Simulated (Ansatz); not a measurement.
```xyz
15

C    -0.468   -1.656    0.027
C     0.338   -0.435    0.433
N     0.616   -0.504    1.850
N    -0.294    0.811    0.014
Si    0.139    1.665   -1.412
H    -0.642   -1.663   -1.050
H     0.047   -2.575    0.312
H    -1.444   -1.645    0.525
H     1.307   -0.470   -0.082
H    -0.246   -0.609    2.374
H     1.051    0.358    2.157
H    -1.243    0.901    0.349
H    -0.584    2.963   -1.396
H    -0.187    0.979   -2.701
H     1.611    1.880   -1.400
```

The species carries charge 0 and has multiplicity 1.

List the B3LYP/def2-TZVPP orbital energies in eV (the Gaussian-basis code of Ansatz). (Best estimate.)

Computed: Occupied: -1798.91, -389.03, -389.01, -278.48, -276.60, -143.41, -98.74, -98.73, -98.71, -25.17, -22.85, -19.84, -16.69, -14.98, -13.67, -13.11, -12.11, -11.62, -10.53, -10.33, -9.68, -9.46, -9.31, -7.38, -6.47. Lowest empty: 0.20, 1.06, 1.20, 1.57, 1.72, 1.84, 2.12, 2.74.

B3LYP here is the variant with VWN-RPA as its local correlation; programs differ in this.
